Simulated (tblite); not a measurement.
Compound: CH6F3PSi2.
Cartesian coordinates in Å at the GFN2-xTB level; atoms count from 1:
```
atom  x, y, z in Å
F1     2.320    1.438   -0.867
Si2    2.142    0.554    0.472
P3     0.965   -1.301   -0.001
Si4   -0.881   -0.455   -0.909
C5    -1.972   -0.049    0.638
F6    -3.151    0.517    0.266
F7    -1.347    0.873    1.429
H8     1.460    1.425    1.408
H9     3.503    0.168    0.813
H10    1.588   -1.542   -1.213
H11   -0.825    0.780   -1.694
H12   -1.592   -1.505   -1.641
H13   -2.215   -0.904    1.283
```

All values are computed: GFN2-xTB (tblite) harmonic vibrations without scaling, gas phase. The method is semi-empirical: single wavenumbers can be off by several per cent or more. Modes of hydrogen on phosphorus and silicon can be 10 to 20 % off. One conformer, not necessarily the lowest.

Harmonic wavenumbers (cm⁻¹): 25.5, 27.7, 55.9, 89.1, 101.9, 180.2, 232.2, 279.1, 413.7, 442.4, 458.6, 488.2, 509.5, 559.0, 563.6, 617.8, 666.2, 678.4, 701.7, 736.8, 747.0, 766.8, 805.6, 996.5, 1078.2, 1231.2, 1274.0, 2257.2, 2258.0, 2316.2, 2320.4, 2372.7, 2896.2.

A = 2236, B = 762.5, C = 694.4 MHz; mass 161.970 u (most abundant isotopes); point group C1, symmetry number 1.

Question: Zero-point energy?

Answer: Half the sum of the wavenumbers: 14574 cm⁻¹ = 174.34 kJ/mol.

Question: Entropy at 200 K, 1 bar (ideal gas, RRHO, classical rotation)?

Answer: Translation 164.00, rotation 120.48, vibration 109.74: S = 394.2 J/(mol K).

Question: And Cp and H(200 K) − H(0)?

Answer: Cp = 128.07 J/(mol K), of which vibrations give 94.81 (their classical limit is 33 R = 274.4); H(200 K) − H(0) = 17.03 kJ/mol without the zero-point energy, 10.38 from vibrations.

Question: Which modes carry the vibrational entropy at 200 K?

Answer: 25.5 cm⁻¹: 22.43; 27.7 cm⁻¹: 21.74; 55.9 cm⁻¹: 15.94; 89.1 cm⁻¹: 12.15; 101.9 cm⁻¹: 11.08; 180.2 cm⁻¹: 6.72 J/(mol K); the other 27 give 19.68 together.

Question: How do the functions run with temperature in this model?

Answer: 
```csv
T (K),S (J/(mol K)),Cp (J/(mol K)),H − H(0) (kJ/mol),G − H(0) (kJ/mol),ln q(vib)
50,269.7,66.9,2.56,-10.93,1.62
100,322.1,85.9,6.39,-25.82,3.61
298.15,452.7,165.5,31.53,-103.44,9.91
373.15,492.2,186.8,44.77,-138.90,12.06
500,550.7,212.4,70.20,-205.15,15.47
750,643.4,243.9,127.60,-354.92,21.41
1000,716.4,263.1,191.15,-525.21,26.51
```

q(vib) and H(0) count from the zero-point level.

Question: Blend soft modes into free rotors: weight 1/[1 + (100 cm⁻¹/ν̃)⁴] for the oscillator and the rest for a rotor with moment μB/(μ + B), μ = h/(8π²ν), B = 10⁻⁴⁴ kg m². What vibrational entropy results?

Answer: 93.22 J/(mol K) in place of 109.74, which changes −T·S at 200 K by +3.30 kJ/mol.

Question: What must be added to the electronic energy to get the Gibbs energy at 200 K and 1 bar?

Answer: ZPE + [H(200 K) − H(0)] − T·S = 174.34 + 17.03 − 78.84 = 112.53 kJ/mol.

Hindered rotation and anharmonicity are outside this model. Other conformers, if any are populated, would add a mixing term that is left out. The structure is chiral; the term R ln 2 for an equal mix with its mirror image is left out.

Run on one thread of an Arm Neoverse V1, shared host. The figure is for the frequency step alone.
